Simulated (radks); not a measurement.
Task: These are the eigenvalues of the occupied orbitals of an atom or ion with whole-number occupations (eV). Method: scalar-relativistic Kohn-Sham, BLYP, spin-unpolarised, spherical densities, finite nucleus; Fermi nuclear charge, rms radius of each element as measured or else 0.836 A^(1/3) + 0.57 fm; computed with a radial shooting solver on a logarithmic mesh with Libxc functionals.

1s: -81515.45
2s: -15012.13
2p: -13086.32
3s: -4121.804
3p: -3562.553
3d: -2965.459
4s: -1447.010
4p: -1257.190
4d: -1031.328
4f: -784.1386

Which element is it, and in what charge state? The configuration may be excited.

Result: Z = 79, gold, charge +25: Au25+ in [Kr] 4d10 4f8. The list shows which subshells hold electrons but not how many an open one holds; the 1s level, -2995.6 hartree, gives Z - s = 77.4 by -(Z - s)^2/2, which with screening and relativity narrows Z to a few neighbours, and the depths of the outer levels then fix element, charge and occupations together.
